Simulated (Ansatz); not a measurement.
```yaml
crystal:
  periodic: [true, true, true]
  atoms:
    - {symbol: C, position_ang: [-1.002957, -1.242263, 0.284125]}
    - {symbol: C, position_ang: [-0.153502, -0.312327, 1.073863]}
    - {symbol: Cl, position_ang: [-0.245574, -0.608486, 2.789072]}
    - {symbol: C, position_ang: [0.619879, 0.663216, 0.607349]}
    - {symbol: Si, position_ang: [0.797577, 1.072295, -1.200088]}
    - {symbol: H, position_ang: [-2.049712, -1.150209, 0.584228]}
    - {symbol: H, position_ang: [-0.925231, -1.035543, -0.784620]}
    - {symbol: H, position_ang: [-0.703559, -2.278022, 0.462879]}
    - {symbol: H, position_ang: [1.178660, 1.253562, 1.327254]}
    - {symbol: H, position_ang: [-0.505554, 1.467499, -1.800861]}
    - {symbol: H, position_ang: [1.316984, -0.088298, -1.973628]}
    - {symbol: H, position_ang: [1.749988, 2.203479, -1.335574]}
basis:
  gaussian: {orbitals: def2-SVP}
hamiltonian: {xc: {name: SVWN5}}
```

```sh
$ ansatz run in.yaml --threads 4 --pin off --events-out ev --progress --plain --max-ram 10444MiB
```

Shortened log:

```
Error: YAML parse error: error: line 2 column 3: crystal: missing field `lattice` (a structure is typed as `lattice` and `atoms`, a molecule's as `atoms` in Å alone, or read from a run's directory, `checkpoint`)
 --> <input>:2:3
1 | crystal:
2 |   periodic: [true, true, true]
3 |   atoms:
4 |     - {symbol: C, position_ang: [-1.002957, -1.242263, 0.284125]}
```

**Question.** What is wrong with this run?

**Answer.** The molecule is marked periodic without a cell. The input was rejected before any iteration.
